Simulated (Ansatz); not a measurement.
CuI, triplet, at a GFN2-xTB geometry (such geometries of metal compounds can be far from the true shape) (the multiplicity is a formal guess) (core potentials on I). Base run: B3LYP/def2-SVP (Ansatz, a quantum-chemistry and plane-wave program).

The Ansatz input:
Ansatz 0.2 input:
```yaml
crystal:
  periodic: [false, false, false]
  atoms:
    - {symbol: Cu, position_ang: [-0.00000000, -0.00000000, -1.62833231]}
    - {symbol: I, position_ang: [0.00000000, 0.00000000, 0.89097428]}
basis:
  gaussian:
    orbitals: def2-SVP
hamiltonian:
  xc: b3lyp
magnetization: {spin_polarized: true, initial_magnetization: 2}
```

Each row names what was changed in the base input (with any setting that the change needs).

```json
[
 {"change": "base", "basis functions": "57", "E (Eh)": "-1938.08020"},
 {"change": "basis = x2c-TZVPall; relativity = spin-free X2C; nucleus = Gaussian", "basis functions": "108", "E (Eh)": "-8770.47764"},
 {"change": "basis = x2c-TZVPall; relativity = spin-free X2C", "basis functions": "108", "E (Eh)": "-8770.68613"},
 {"change": "basis = x2c-SVPall; relativity = spin-free X2C", "basis functions": "72", "E (Eh)": "-8769.58252"},
 {"change": "basis = jorge-DZP-DKH; relativity = spin-free X2C; nucleus = Gaussian", "basis functions": "91", "E (Eh)": "-8764.61863"},
 {"change": "basis = jorge-DZP-DKH; relativity = none", "basis functions": "91", "E (Eh)": "-8483.43856"},
 {"change": "basis = jorge-DZP-DKH; relativity = spin-free X2C", "basis functions": "91", "E (Eh)": "-8764.82742"},
 {"change": "basis = x2c-SVPall; relativity = spin-free X2C; nucleus = Gaussian", "basis functions": "72", "E (Eh)": "-8769.39803"},
 {"change": "basis = x2c-TZVPall; relativity = none", "basis functions": "108", "E (Eh)": "-8402.46053"},
 {"change": "basis = x2c-SVPall; relativity = none", "basis functions": "72", "E (Eh)": "-8363.11760"}
]
```

Absolute energies of different levels of theory aren't comparable as measures of quality.

Ansatz warned in this series: the basis is contracted for relativity, which the run leaves out.

Basis sets contracted for a relativistic Hamiltonian are a mismatch without it, so the rows without relativity aren't non-relativistic limits. No row has spin-orbit coupling; sets with core potentials leave out the core electrons.
